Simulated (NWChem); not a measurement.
## Atomisation of FOS

```xyz
3

O      0.4884    -1.2637     0.0000
S     -0.4641    -0.1105     0.0000
F      0.3910     1.3198     0.0000
```
Charge 0, spin multiplicity 2.

The numbers come from NWChem runs, not from measurements. All single points use one geometry, from UPBE/def2-SVP, a minimum by its harmonic frequencies.

Basis set: def2-TZVP. The atomisation energy is electronic alone: no zero-point, thermal, spin-orbit or counterpoise terms. No value is extrapolated to the basis-set limit. Free atoms are single determinants with multiplicities O 3, S 3, F 2.

B3LYP has NWChem's definition, with VWN1-RPA local correlation. The structure started from a generated list of species. The unpaired electrons of the parent sit in orbitals of symmetry a" (Cs labels of the run); other states weren't searched. No SCF solution was tested for a lower state. Open-shell Hartree-Fock references start from PBE0 orbitals.

Order these methods by the atomisation energy they give, lowest first: PBE, B3LYP, LDA (SVWN5), HF.

HF (88.5 kcal/mol), B3LYP (208.1 kcal/mol), PBE (234.0 kcal/mol), LDA (SVWN5) (280.8 kcal/mol)
